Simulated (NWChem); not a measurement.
Program: NWChem. System: CNO, charge 0, spin multiplicity 2, at a geometry optimised with UB3LYP/def2-SVP. The structure started from a generated list of species. Its SCF solution wasn't tested for a lower state. Level: UCCSD(T)/6-31G* (spherical d), 3 core orbitals frozen.

Job file:

```
start mol
memory heap 100 mb stack 700 mb global 1900 mb
geometry units angstroms nocenter noautoz
  O      0.000000     0.000000     1.139506
  C      0.000000     0.000000    -0.040871
  N      0.000000     0.000000    -1.267260
  symmetry group C2v
end
basis spherical
  * library 6-31g*
end
scf
  uhf
  nopen 1
  maxiter 100
  thresh 1e-7
  semidirect memsize 60000000 filesize 0
  # guess.movecs holds the orbitals of an unrestricted PBE0 run
  vectors input guess.movecs output mol.movecs
end
tce
  freeze core 3
  ccsd(t)
  thresh 1e-6
  maxiter 100
  tilesize 24
end
task tce energy
```

Output (cleaned and shortened):

```
             Northwest Computational Chemistry Package (NWChem) 7.3.0
             --------------------------------------------------------

                                NWChem Input Module
                                -------------------

 Scaling coordinates for geometry "geometry" by  1.889725989
 (inverse scale =  0.529177249)

 Turning off AUTOSYM since
 SYMMETRY directive was detected!

                             Geometry "geometry" -> ""
                             -------------------------

 Output coordinates in angstroms (scale by  1.889725989 to convert to a.u.)

  No.       Tag          Charge          X              Y              Z
 ---- ---------------- ---------- -------------- -------------- --------------
    1 O                    8.0000     0.00000000     0.00000000     1.13950600
    2 C                    6.0000     0.00000000     0.00000000    -0.04087100
    3 N                    7.0000     0.00000000     0.00000000    -1.26726000

 Effective nuclear repulsion energy (a.u.)      51.9544075690

            Nuclear Dipole moment (a.u.)
            ----------------------------
        X                 Y               Z
 ---------------- ---------------- ----------------
     0.0000000000     0.0000000000     0.0000037795

      Symmetry information
      --------------------

 Group name             C2v
 Group number             16
 Group order               4
 No. of unique centers     3

      Symmetry unique atoms

     1    2    3


 Summary of "ao basis" -> "" (spherical)
 ------------------------------------------------------------------------------
       Tag                 Description            Shells   Functions and Types
 ---------------- ------------------------------  ------  ---------------------
 *                           6-31g*                   on all atoms

 Summary of "ao basis" -> "ao basis" (spherical)
 ------------------------------------------------------------------------------
       Tag                 Description            Shells   Functions and Types
 ---------------- ------------------------------  ------  ---------------------
 O                           6-31g*                  6       14   3s2p1d
 C                           6-31g*                  6       14   3s2p1d
 N                           6-31g*                  6       14   3s2p1d

                                 NWChem SCF Module
                                 -----------------

  ao basis        = "ao basis"
  functions       =    42
  atoms           =     3
  alpha electrons =    11
  beta  electrons =    10
  charge          =   0.00
  wavefunction    = UHF
  use symmetry    = T
  symmetry adapt  = T

 Summary of "ao basis" -> "ao basis" (spherical)
 ------------------------------------------------------------------------------
       Tag                 Description            Shells   Functions and Types
 ---------------- ------------------------------  ------  ---------------------
 O                           6-31g*                  6       14   3s2p1d
 C                           6-31g*                  6       14   3s2p1d
 N                           6-31g*                  6       14   3s2p1d

      Symmetry analysis of basis
      --------------------------

        a1         21
        a2          3
        b1          9
        b2          9

 Forming initial guess at       0.0s

   Symmetry analysis of molecular orbitals - initial alpha
   -------------------------------------------------------

  Numbering of irreducible representations:

     1 a1          2 a2          3 b1          4 b2

  Orbital symmetries:

     1 a1          2 a1          3 a1          4 a1          5 a1
     6 a1          7 b1          8 b2          9 a1         10 b1
    11 b2         12 b1         13 b2         14 a1         15 a1
    16 b1         17 b2         18 a1         19 a1         20 b1
    21 b2

   Symmetry analysis of molecular orbitals - initial beta
   ------------------------------------------------------

  Numbering of irreducible representations:

     1 a1          2 a2          3 b1          4 b2

  Orbital symmetries:

     1 a1          2 a1          3 a1          4 a1          5 a1
     6 a1          7 b2          8 b1          9 a1         10 b2
    11 b1         12 b2         13 b1         14 a1         15 a1
    16 b1         17 b2         18 a1         19 a1         20 b2
    21 b1

 Starting SCF solution at       0.0s

 ----------------------------------------------
         Quadratically convergent UHF

 Convergence threshold     :          1.000E-07
 Maximum no. of iterations :          100
 Integral*density screening:          1.000E-09
 ----------------------------------------------

              iter       energy          gnorm     gmax       time
             ----- ------------------- --------- --------- --------
                 1     -167.1072502058  3.95D-01  8.53D-02      0.1
                 2     -167.1264378741  2.27D-02  8.41D-03      0.2
                 3     -167.1270390458  1.75D-03  7.54D-04      0.2
                 4     -167.1270407180  5.98D-06  3.03D-06      0.3
                 5     -167.1270407180  3.11D-09  1.20D-09      0.4

       Final UHF  results
       ------------------

         Total SCF energy =   -167.127040718007
      One electron energy =   -330.123408031791
      Two electron energy =    111.041959744816
 Nuclear repulsion energy =     51.954407568968

                       Sz =      0.5000
                 Sz(Sz+1) =      0.7500
                      S^2 =      0.8511

        Time for solution =      0.3s
[...]
  ----- ------------  ---------------      ----- ------------  ---------------
    33      0.456655  3 N  pz                34     -0.447926  3 N  s
    30     -0.277728  3 N  s                 37      0.266923  3 N  pz
    19     -0.252936  2 C  pz                16      0.162576  2 C  s

 Vector    9  Occ=1.000000D+00  E=-5.899745D-01  Symmetry=b1
              MO Center= -2.7D-15,  6.2D-18,  4.5D-01, r^2= 1.1D+00
   Bfn.  Coefficient  Atom+Function         Bfn.  Coefficient  Atom+Function
  ----- ------------  ---------------      ----- ------------  ---------------
    17      0.446788  2 C  px                 3      0.384900  1 O  px
     7      0.268287  1 O  px                21      0.243379  2 C  px

 Vector   10  Occ=1.000000D+00  E=-4.470076D-01  Symmetry=b2
              MO Center= -1.0D-16, -5.9D-16, -4.5D-01, r^2= 1.8D+00
   Bfn.  Coefficient  Atom+Function         Bfn.  Coefficient  Atom+Function
  ----- ------------  ---------------      ----- ------------  ---------------
    32      0.456858  3 N  py                 4     -0.357428  1 O  py
    36      0.349905  3 N  py                 8     -0.308083  1 O  py
    18      0.224545  2 C  py

 Vector   11  Occ=0.000000D+00  E=-9.326144D-03  Symmetry=b1
              MO Center= -3.3D-15, -1.2D-16, -2.3D-01, r^2= 2.0D+00
   Bfn.  Coefficient  Atom+Function         Bfn.  Coefficient  Atom+Function
  ----- ------------  ---------------      ----- ------------  ---------------
     7      0.417362  1 O  px                35     -0.369989  3 N  px
     3      0.366855  1 O  px                31     -0.341124  3 N  px
    17     -0.225401  2 C  px                21     -0.211822  2 C  px

 Vector   12  Occ=0.000000D+00  E= 2.184385D-01  Symmetry=b2
              MO Center= -7.3D-17, -8.7D-15, -3.3D-01, r^2= 1.8D+00
   Bfn.  Coefficient  Atom+Function         Bfn.  Coefficient  Atom+Function
  ----- ------------  ---------------      ----- ------------  ---------------
    22      0.769573  2 C  py                36     -0.607703  3 N  py
    18      0.502022  2 C  py                 8     -0.396256  1 O  py
    32     -0.373893  3 N  py                 4     -0.285631  1 O  py

 Vector   13  Occ=0.000000D+00  E= 2.900747D-01  Symmetry=a1
              MO Center=  2.1D-15,  4.8D-16,  6.7D-02, r^2= 2.1D+00
   Bfn.  Coefficient  Atom+Function         Bfn.  Coefficient  Atom+Function
  ----- ------------  ---------------      ----- ------------  ---------------
    20      2.694139  2 C  s                  6     -1.351226  1 O  s
     9      0.743995  1 O  pz                34     -0.715735  3 N  s
    37     -0.632288  3 N  pz                23      0.468888  2 C  pz
    33     -0.268144  3 N  pz                 5      0.233205  1 O  pz
    30     -0.196991  3 N  s                  2     -0.154025  1 O  s

 center of mass
 --------------
 x =   0.00000000 y =   0.00000000 z =  -0.00043585

 moments of inertia (a.u.)
 ------------------
         154.545727105782           0.000000000000           0.000000000000
           0.000000000000         154.545727105782           0.000000000000
           0.000000000000           0.000000000000           0.000000000000

  Mulliken analysis of the total density
  --------------------------------------

    Atom       Charge   Shell Charges
 -----------   ------   -------------------------------------------------------
    1 O    8     8.36   2.00  0.93  2.79  0.96  1.64  0.04
    2 C    6     5.28   2.00  0.72  1.84  0.16  0.45  0.12
    3 N    7     7.36   2.00  0.85  2.16  0.99  1.32  0.04

  Mulliken analysis of the alpha density
  --------------------------------------

    Atom       Charge   Shell Charges
 -----------   ------   -------------------------------------------------------
    1 O    8     4.43   1.00  0.48  1.58  0.48  0.88  0.02
    2 C    6     2.42   1.00  0.35  0.80  0.06  0.14  0.07
    3 N    7     4.15   1.00  0.44  1.36  0.51  0.82  0.02

   Mulliken analysis of the beta density
   -------------------------------------

    Atom       Charge   Shell Charges
 -----------   ------   -------------------------------------------------------
    1 O    8     3.93   1.00  0.45  1.22  0.48  0.76  0.02
    2 C    6     2.86   1.00  0.38  1.04  0.10  0.30  0.05
    3 N    7     3.21   1.00  0.41  0.80  0.48  0.50  0.02

   Mulliken analysis of the spin density
   -------------------------------------

    Atom       Charge   Shell Charges
 -----------   ------   -------------------------------------------------------
    1 O    8     0.50   0.00  0.02  0.36  0.00  0.12 -0.01
    2 C    6    -0.44  -0.00 -0.03 -0.23 -0.04 -0.16  0.02
    3 N    7     0.94   0.00  0.03  0.56  0.04  0.32  0.00

       Multipole analysis of the density wrt the origin
       ------------------------------------------------

     L   x y z        total         alpha         beta         nuclear
     -   - - -        -----         -----         ----         -------
     0   0 0 0     -0.000000    -11.000000    -10.000000     21.000000

     1   1 0 0      0.000000      0.000000      0.000000      0.000000
     1   0 1 0      0.000000      0.000000      0.000000      0.000000
     1   0 0 1      0.313296      0.685899     -0.372607      0.000004

     2   2 0 0    -10.802611     -5.970574     -4.832037      0.000000
     2   1 1 0      0.000000     -0.000000      0.000000      0.000000
     2   1 0 1     -0.000000      0.000000     -0.000000      0.000000
     2   0 2 0    -11.770822     -5.988291     -5.782531      0.000000
     2   0 1 1      0.000000      0.000000      0.000000      0.000000
     2   0 0 2    -15.437185    -49.876711    -42.836339     77.275865

                   NWChem Extensible Many-Electron Theory Module
                   ---------------------------------------------


            General Information
            -------------------
      Number of processors :     1
         Wavefunction type : Unrestricted Hartree-Fock
          No. of electrons :    21
           Alpha electrons :    11
            Beta electrons :    10
           No. of orbitals :    84
            Alpha orbitals :    42
             Beta orbitals :    42
        Alpha frozen cores :     3
         Beta frozen cores :     3
     Alpha frozen virtuals :     0
      Beta frozen virtuals :     0
         Spin multiplicity : doublet
    Number of AO functions :    42
       Number of AO shells :    18
        Use of symmetry is : on
      Symmetry adaption is : on
         Schwarz screening : 0.10D-09

          Correlation Information
          -----------------------
          Calculation type : Coupled-cluster singles & doubles w/ perturbation
   Perturbative correction : (T)
            Max iterations :      100
        Residual threshold : 0.10D-05
     T(0) DIIS level shift : 0.00D+00
     L(0) DIIS level shift : 0.00D+00
     T(1) DIIS level shift : 0.00D+00
     L(1) DIIS level shift : 0.00D+00
     T(R) DIIS level shift : 0.00D+00
     T(I) DIIS level shift : 0.00D+00
   CC-T/L Amplitude update :  5-th order DIIS
                I/O scheme : Global Array Library
        L-threshold :  0.10D-05
        EOM-threshold :  0.10D-05
 no EOMCCSD initial starts read in
 TCE RESTART OPTIONS
 SLICE:      F
 D4D5:       F
 quantumc:   F
 qrotation:  F
 pwtce:      F
 qducc:      F
 nacto:                         0
 nrotv:                         0
 nrot:                          0

            Memory Information
            ------------------
          Available GA space size is     249033272 doubles
          Available MA space size is     104855244 doubles

 Maximum block size supplied by input
 Maximum block size        24 doubles

 tile_dim =     14

 -------------------------------------------------

 Global array virtual files algorithm will be used

 Parallel file system coherency ......... OK


 half-transformed integrals in memory

 2-e (intermediate) file size =         5953500
 2-e (intermediate) file name = ./mol.v2i

 2-e integrals stored in memory



CCSD iterations
 ---------------------------------------------------------
 Iter          Residuum       Correlation     Cpu    Wall
 ---------------------------------------------------------
    1   0.1686399188987  -0.4091390829914     0.2     0.2
    2   0.0508059966756  -0.4155428404571     0.2     0.2
    3   0.0218473738176  -0.4246869201182     0.2     0.2
    4   0.0127093026075  -0.4263489903826     0.2     0.2
    5   0.0073204118123  -0.4277995061677     0.2     0.2
    6   0.0028921491328  -0.4290221645158     0.2     0.2
    7   0.0016184623931  -0.4291991285328     0.2     0.2
    8   0.0009553844437  -0.4292321566747     0.2     0.2
    9   0.0006786353933  -0.4292393313285     0.2     0.2
   10   0.0004545257970  -0.4292632643896     0.2     0.2
   11   0.0001230972414  -0.4293008906559     0.2     0.2
   12   0.0000676478709  -0.4293037215148     0.2     0.2
   13   0.0000496650568  -0.4293070084378     0.2     0.2
   14   0.0000373291820  -0.4293068146777     0.2     0.2
   15   0.0000285969432  -0.4293071917993     0.2     0.2
   16   0.0000065777394  -0.4293068556387     0.2     0.2
   17   0.0000038980020  -0.4293071750763     0.2     0.2
   18   0.0000023369207  -0.4293072428457     0.2     0.2
   19   0.0000017367551  -0.4293072301801     0.2     0.2
   20   0.0000012144329  -0.4293072651315     0.2     0.2
   21   0.0000004075397  -0.4293072923102     0.2     0.2
 -----------------------------------------------------------------
 Iterations converged
 CCSD correlation energy / hartree =        -0.429307292310180
 CCSD total energy / hartree       =      -167.556348010317208

 Singles contributions

 Doubles contributions
 CCSD(T)
 Using plain CCSD(T) code
             total no. of tasks          460
 total no. of tasks / no. procs          460
                         wl_min           72           2.0
                         wl_max       175616           7.5
        thresh for no. of tasks          460

 CCSD[T]  correction energy / hartree =        -0.018882655041658
 CCSD[T] correlation energy / hartree =        -0.448189947351838
 CCSD[T] total energy / hartree       =      -167.575230665358873
 CCSD(T)  correction energy / hartree =        -0.016642253539894
 CCSD(T) correlation energy / hartree =        -0.445949545850074
 CCSD(T) total energy / hartree       =      -167.572990263857093

 Task  times  cpu:        5.7s     wall:        5.7s

 Total times  cpu:        5.7s     wall:        5.7s
```
